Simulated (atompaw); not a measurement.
# Ho: PAW (atompaw) pseudisation with PBE, scalar-relativistic reference atom.

```json
{
 "Element": "Ho (Z = 67)",
 "Generator": "atompaw 4.2.0.5",
 "Type": "PAW",
 "Functional": "PBE",
 "Relativity": "scalar-relativistic",
 "Frozen core": "[Kr] 4d10",
 "Valence charge": "21",
 "Reference configuration": "4f11 5s2 5p6 5d0.5 6s1.5 6p0",
 "Partial waves": "5s (bound): rc 2.35 bohr; 6s (bound): rc 3.00 bohr; 5p (bound): rc 2.70 bohr; 6p (bound, empty): rc 2.85 bohr; 5d (bound): rc 3.00 bohr; 5d channel at 1.85 Ry: rc 3.00 bohr; 4f (bound): rc 1.20 bohr; 4f channel at 3.4 Ry: rc 1.20 bohr",
 "Local potential": "bessel scheme, radius 2.25 bohr",
 "Core correction": "smooth core density matched at 2.70 bohr",
 "Augmentation charge": "sinc compensation charge, radius 2.20 bohr; PAW radius 3.00 bohr; waves and projectors: custom polynom gramschmidtortho"
}
```

All-electron outer shells of the reference configuration (PBE, scalar-relativistic, ld1.x):

```
shell  level (eV)  outermost node (bohr)  outermost maximum (bohr)
   4p     -302.65                   0.27                      0.51
   4d     -158.80                   0.25                      0.52
   5s      -49.97                   0.61                      1.14
   5p      -25.50                   0.66                      1.29
   6s       -3.69                   1.55                      3.43
   4f       -2.78                      –                      0.53
   6p       -1.14                   1.90                      4.87
   5d       -0.90                   0.75                      2.16
```

Problem. Does the generator finish with these settings?

Solution. Yes, a potential is produced.

Problem. Estimate the cutoffs (Ry, on a coarse ladder) from which the occupation-weighted sum of valence levels, in a spherical-Bessel basis at the reference potential, stays within 10 and 1 mRy of its value at 400 Ry.

Solution. 160 Ry and 230 Ry.

Problem. Does the potential have ghost states?

Solution. No extra level below or beside the all-electron valence levels (s, p, d, f tested).

Problem. Is the overlap operator S = 1 + Σ q|β⟩⟨β| positive definite (Bessel basis up to 400 Ry)?

Solution. Yes: its lowest eigenvalue is 0.57 (s channel).

Problem. Which valence shell sets the plane-wave cutoff?

Solution. 4f: its level needs 140 Ry to come within 1 mRy, against 15 Ry for 5p.
